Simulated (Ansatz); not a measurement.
Molecule: 1,1,1,3,3-pentafluoropropane, C3H3F5, charge 0, multiplicity 1. SMILES: FC(F)CC(F)(F)F
Structure (B3LYP-D3(BJ)/def2-TZVP (Ansatz, a program for electronic structure) minimum search):
```xyz
11

F     -2.3284    -1.2245    -0.0912
C     -1.3722    -0.2699    -0.3005
F     -1.8221     0.8865     0.2626
C     -0.0887    -0.7251     0.3642
C      1.1126     0.1319     0.0313
F      2.2281    -0.3907     0.5761
F      1.3124     0.2005    -1.3041
F      0.9955     1.3904     0.4820
H     -1.2827    -0.1104    -1.3762
H     -0.2282    -0.7322     1.4450
H      0.1315    -1.7393     0.0317
```

Atomisation energy built up term by term with Ansatz (kcal/mol; UHF references for open shells; valence terms freeze the core; atomic spin-orbit terms are left out). Basis-set limits of correlation are two-point, X^-3; Hartree-Fock from the larger set.

```
term                                          basis  kcal/mol
-----------------------  --------------------------  --------
Hartree-Fock                                cc-pVQZ    751.69
CCSD correlation               CBS(cc-pVTZ,cc-pVQZ)    298.84
(T)                            CBS(cc-pVTZ,cc-pVQZ)     24.39
core correlation                          cc-pwCVTZ      3.49
scalar relativity (X2C)  cc-pVTZ-DK against cc-pVTZ     -1.38
sum: De                                                1077.0
```

(T) makes 2.3 % of the CCSD(T) atomisation energy; under 5 % is typical of single-reference molecules.
